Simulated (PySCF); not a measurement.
Species: C6H6O3Si.
SMILES: `O=C1C=CC(O[SiH3])=CC1=O`

A linear-response calculation (PySCF, def2-SVPD basis, gas phase, vertical, core orbitals frozen in the response) gave these numbers; the functional is withheld.

Orbital energies (eV): HOMO-3 -10.66, HOMO-2 -10.24, HOMO-1 -8.80, HOMO -8.76, LUMO -2.49, LUMO+1 0.44, LUMO+2 0.76.

```json
{"state": "S1", "E (eV)": "2.26", "f": "0.0000", "main configurations (H = HOMO, L = LUMO)": "H-1→L (94%)"}
{"state": "S2", "E (eV)": "3.30", "f": "0.036", "main configurations (H = HOMO, L = LUMO)": "H→L (98%)"}
{"state": "S3", "E (eV)": "3.61", "f": "0.0000", "main configurations (H = HOMO, L = LUMO)": "H-2→L (89%)"}
{"state": "S4", "E (eV)": "5.51", "f": "0.237", "main configurations (H = HOMO, L = LUMO)": "H-3→L (90%)"}
{"state": "S5", "E (eV)": "5.82", "f": "0.0003", "main configurations (H = HOMO, L = LUMO)": "H-1→L+2 (77%)"}
{"state": "S6", "E (eV)": "6.01", "f": "0.0001", "main configurations (H = HOMO, L = LUMO)": "H-4→L (56%), H-7→L (24%), H-1→L+2 (11%)"}
```

Triplets, Tamm–Dancoff:

```json
{"state": "T1", "E (eV)": "1.81", "λ (nm)": "685.6", "main configurations (H = HOMO, L = LUMO)": "H-1→L (91%)"}
{"state": "T2", "E (eV)": "2.05", "λ (nm)": "604.2", "main configurations (H = HOMO, L = LUMO)": "H→L (92%)"}
{"state": "T3", "E (eV)": "3.09", "λ (nm)": "400.8", "main configurations (H = HOMO, L = LUMO)": "H-2→L (84%)"}
{"state": "T4", "E (eV)": "3.71", "λ (nm)": "334.3", "main configurations (H = HOMO, L = LUMO)": "H-3→L (73%), H→L+4 (10%)"}
```

Vertical ionisation energy by ΔSCF with the same functional: 9.37 eV. Mean static polarisability: 106.1 au.

Problem. Which of these was used?
A. CAM-B3LYP
B. PBE
C. PBE0
D. HF

Solution. A. CAM-B3LYP is range-separated, 19% exact exchange at short range and 65% at long range (ω = 0.33 bohr⁻¹). In this run −ε(HOMO) = 8.76 eV differs from the ΔSCF value by -0.61 eV, and S1 differs from the orbital gap of 6.27 eV by -4.01 eV. The ratio −ε(HOMO)/IP is 0.94. Usual ranges for neutral molecules in this basis: 0.85 to 0.93 with CAM-B3LYP, 0.5 to 0.7 with PBE, 0.7 to 0.83 with PBE0; Hartree–Fock can't fall below 1, since the ion's relaxation only lowers the ΔSCF value. The other options: PBE, a GGA without exact exchange; HF, time-dependent Hartree–Fock, 100% exact exchange; PBE0, a global hybrid with 25% exact exchange.

Level of theory: TDDFT CAM-B3LYP/def2-SVPD, vertical, gas phase, core orbitals frozen in the response (PySCF). The structure is a single PBE0-D3(BJ)/def2-SVP conformer in the gas phase; no vibrational or solvent corrections.

Conformer computed: `[O:1]=[C:2]1[CH:3]=[CH:4][C:5]([O:6][SiH3:7])=[CH:8][C:9]1=[O:10]`: C4–C5–O6–Si7 179°.
